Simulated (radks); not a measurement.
Values are calculated unless marked as measured or tabulated.
Question: The erbium ion Er44+, 24 electrons, occupied as [Ar] 3d6. Level of theory: scalar-relativistic Kohn-Sham, BLYP, spin-polarised, spherical densities, finite nucleus; open shells are filled with parallel spins first (spin-orbit coupling, left out, can overturn this in heavy ions); Fermi nuclear charge, rms radius 5.2516 fm (a radial shooting solver on a logarithmic mesh with Libxc functionals). Some entries of the table are withheld. Estimate them.

orbital,occ.,eigenvalue (eV),<r> (bohr),<r^2> (bohr^2)
1s up,1,-59800.37,0.02037,0.0005678
1s down,1,-59800.15,0.02037,0.0005678
2s up,1,-12021.95,0.08611,0.008754
2s down,1,-12004.99,0.08604,0.008740
2p up,3,-10919.26,0.07634,0.007105
2p down,3,-10905.97,0.07625,0.007089
3s up,1,(1),0.2162,0.05327
3s down,1,(2),0.2166,0.05346
3p up,3,-3976.852,(3),0.05249
3p down,3,-3957.599,(4),0.05271
3d up,5,(5),0.1903,0.04201
3d down,1,(6),0.1909,0.04227

Answer: 
(1) 3s up eigenvalue (eV): -4312.092
(2) 3s down eigenvalue (eV): -4293.208
(3) 3p up <r> (bohr): 0.2132
(4) 3p down <r> (bohr): 0.2136
(5) 3d up eigenvalue (eV): -3597.925
(6) 3d down eigenvalue (eV): -3573.965
